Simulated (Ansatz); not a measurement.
The same molecule with X = B, Al, Ga, In. Ansatz, PBE0-D4/def2-TZVP geometries, multiplicity 1.

Elements past krypton have def2 core potentials. Scalar relativity is left out up to krypton.

| X | molecule | mean X–F bond length / Å | mean X–I bond length / Å | HOMO–LUMO gap (ωB97M-V/def2-TZVPP) / eV | HOMO energy (B3LYP/def2-TZVPP) / eV | zero-point energy (PBE0-D4/def2-TZVP) / kJ/mol |
| --- | --- | --- | --- | --- | --- | --- |
| B | `FB(F)I` | 1.309 | 2.120 | 11.72 | -7.88 | 26.0 |
| Al | `[F][Al]([F])[I]` | 1.633 | 2.429 | 10.63 | -8.12 | 16.1 |
| Ga | `[F][Ga]([F])[I]` | 1.734 | 2.432 | 10.37 | -8.34 | 12.8 |

(1) Give the row for X = In, `[F][In]([F])[I]`. (Best estimate.)

Results:

(1) Ansatz gave: 
```tsv
X	molecule	mean X–F bond length / Å	mean X–I bond length / Å	HOMO–LUMO gap (ωB97M-V/def2-TZVPP) / eV	HOMO energy (B3LYP/def2-TZVPP) / eV	zero-point energy (PBE0-D4/def2-TZVP) / kJ/mol
In	`[F][In]([F])[I]`	1.928	2.598	9.51	-8.35	10.6
```

From B to In the mean X–F bond length rises at each step, by 0.619 Å in all; the mean X–I bond length rises at each step, by 0.478 Å in all; the HOMO–LUMO gap (ωB97M-V/def2-TZVPP) falls at each step, by 2.21 eV in all; the HOMO energy (B3LYP/def2-TZVPP) falls at each step, by 0.47 eV in all; the zero-point energy (PBE0-D4/def2-TZVP) falls at each step, by 15.4 kJ/mol in all. Bonds lengthen as the atom grows down the group.

B3LYP here is the variant with VWN-RPA as its local correlation; programs differ in this.

Spin–orbit coupling is left out; it splits and shifts lone-pair levels of the heavy atoms by tenths of an eV.
